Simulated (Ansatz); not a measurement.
System: CH$_{2}$BF$_{2}$O, charge 0, multiplicity 2. It need not be the lowest isomer of its formula. 
Coordinates optimised at B3LYP-D3(BJ)/def2-TZVP (Ansatz, an electronic-structure program):
```xyz
7

B      0.4771     0.0645    -0.0248
F      0.6860    -1.2355    -0.1945
F      1.5167     0.8790     0.0044
O     -0.7641     0.5843     0.1205
C     -1.9076    -0.1580     0.0932
H     -2.8127     0.3922     0.2818
H     -1.8385    -1.2326     0.0299
```
Charge 0, spin multiplicity 2.

Basis-set convergence of Hartree-Fock and CCSD(T) correlation energies (hartree) with Ansatz. Valence correlation only, unless marked. UHF or UKS for open shells. Spin-orbit coupling is left out. No relativistic terms.

```csv
basis,functions,E(HF),"E(corr, CCSD(T))"
cc-pVDZ,80,-337.59856,-0.78459
cc-pVTZ,178,___,___
```

**Question.** Some entries are withheld; supply them.

**Answer.** 
- cc-pVTZ, E(HF): -337.72031
- cc-pVTZ, E(corr, CCSD(T)): -1.01184
